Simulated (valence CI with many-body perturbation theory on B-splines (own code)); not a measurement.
Results of a calculation; reference values are marked as such.
## Cd⁴⁰⁺: magnetic and hyperfine properties of the levels

Level of theory: valence CI with perturbative core correlation (CI+MBPT): six valence electrons over a frozen Dirac-Fock core [He], radial functions for each j: 9 s, 9 p, 8 d, 6 f, 3 g, 1 h, with the one-electron correlation potential Σ1 (screened to all orders), the two-electron term Σ2, the three-electron term Σ3, Breit, model QED; selected single and double excitations, second order for the rest, scaled by the run's own slope (own B-spline code, finite nucleus).

The last digits are not significant, and no measured levels were compared; by estimate large intervals hold to a few tenths of a per cent, small ones and those within an open d or f shell to about a per cent. Among the levels kept, up to 2200 cm⁻¹ of a level comes from second order outside the variational space, and about a tenth of that is noise between levels of different J, which matters for small intervals.

A/g_I is the dipole constant over the nuclear g factor μ/I (μ in nuclear magnetons, uniformly magnetised nucleus), B/Q the quadrupole constant per barn. Both hold the static response of the core; the bare values leave it out. Large factors of s and p1/2 electrons are usually good to 5 to 10 %; those of open d and f shells near neutrality can be off by tens of per cent, and small factors of p3/2, d and f electrons come from cancelling terms and can be off by a factor of two or in sign, in half-filled shells by more. B is blank for J = 1/2, where it vanishes, and for nearly pure S terms. Energies count from the lowest level. Levels with J = 0 are left out.

Levels are named by their leading jj configuration (3d3/2^4 stands for four electrons in 3d with j = 3/2), which in mixed levels can hold well under half, so a name can repeat and another be missing. Letters in brackets count levels of one name in rising energy.

```tsv
Level	E (eV)	g	A/g_I (MHz)	A/g_I bare	B/Q (MHz/b)	B/Q bare
(2s^2 2p1/2^2 2p3/2^2) J=2	0.0	1.346	195000	202000	64900	65000
(2s^2 2p1/2 2p3/2^3) J=1	196.4	1.488	-62600	-52700	-189000	-189000
(2s^2 2p1/2 2p3/2^3) J=2	211.8	1.125	467000	469000	-445000	-446000
(2s 2p1/2^2 2p3/2^3) J=2	419.3	1.486	1120000	1110000	-377000	-378000
(2s 2p1/2^2 2p3/2^3) J=1	463.2	1.247	-634000	-608000	-72600	-72800
(2s 2p1/2 2p3/2^4) J=1	653.0	1.223	2480000	2440000	-114000	-114000
(2s^2 2p1/2^2 2p3/2 3s) J=2	3446.1	1.550	409000	411000	338000	339000
(2s^2 2p1/2^2 2p3/2 3s) J=1	3452.1	1.215	-27700	-15800	181000	181000
(2s^2 2p1/2^2 2p3/2 3p1/2) J=1	3511.0	1.534	151000	160000	168000	168000
(2s^2 2p1/2^2 2p3/2 3p1/2) J=2	3512.8	1.231	227000	232000	323000	324000
(2s^2 2p1/2^2 2p3/2 3p3/2) J=3	3567.5	1.364	121000	126000	430000	430000
(2s^2 2p1/2^2 2p3/2 3p3/2) J=1	3567.7	1.408	119000	124000	-168000	-169000
(2s^2 2p1/2^2 2p3/2 3p3/2) J=2	3583.3	1.327	127000	131000	32100	32200
(2s^2 2p1/2 2p3/2^2 3s) J=2 [a]	3630.4	1.571	250000	254000	89000	89200
(2s^2 2p1/2 2p3/2^2 3s) J=1 [a]	3637.5	1.299	-273000	-259000	28700	28700
(2s^2 2p1/2^2 2p3/2 3d3/2) J=2	3639.9	1.040	111000	114000	-5600	-5580
(2s^2 2p1/2^2 2p3/2 3d3/2) J=3	3643.9	1.167	118000	122000	282000	282000
(2s^2 2p1/2^2 2p3/2 3d3/2) J=1	3646.4	1.163	103000	107000	-137000	-138000
(2s^2 2p1/2 2p3/2^2 3s) J=3	3649.0	1.303	498000	499000	17700	17700
(2s^2 2p1/2 2p3/2^2 3s) J=2 [b]	3654.2	1.055	309000	314000	-27200	-27300
(2s^2 2p1/2^2 2p3/2 3d5/2) J=4	3656.6	1.272	76600	79500	335000	336000
(2s^2 2p1/2^2 2p3/2 3d5/2) J=2	3663.9	1.262	40300	41400	-226000	-227000
(2s^2 2p1/2 2p3/2^2 3s) J=1 [b]	3675.1	1.197	656000	648000	5140	5190
(2s^2 2p1/2^2 2p3/2 3d5/2) J=3	3675.3	1.182	85300	87300	-9510	-9370
(2s^2 2p1/2^2 2p3/2 3d5/2) J=1	3682.5	1.116	397000	389000	14300	14400
(2s^2 2p1/2 2p3/2^2 3p1/2) J=1 [a]	3694.4	1.632	-90300	-78600	36200	36300
(2s^2 2p1/2 2p3/2^2 3p1/2) J=2 [a]	3701.0	1.210	224000	228000	13300	13300
(2s^2 2p1/2 2p3/2^2 3p1/2) J=3	3714.9	1.109	405000	407000	-13000	-13000
(2s^2 2p1/2 2p3/2^2 3p1/2) J=2 [b]	3734.3	1.338	290000	295000	49400	49500
(2s^2 2p1/2 2p3/2^2 3p1/2) J=1 [b]	3738.3	0.675	806000	800000	-6060	-6070
(2s^2 2p1/2 2p3/2^2 3p3/2) J=3 [a]	3750.7	1.383	39200	44300	200000	200000
(2s^2 2p1/2 2p3/2^2 3p3/2) J=2 [a]	3752.0	1.408	-23700	-17300	35800	35900
```

(1) Take the isotope of mass number 113, with I = 1/2, μ = -0.6213 μN. What is the hyperfine structure of (2s 2p1/2^2 2p3/2^3) J=2?

Answers

(1) From the table A = -1390000 MHz. Shifts from the centre of gravity in MHz: F = 3/2: 2080000, F = 5/2: -1390000.
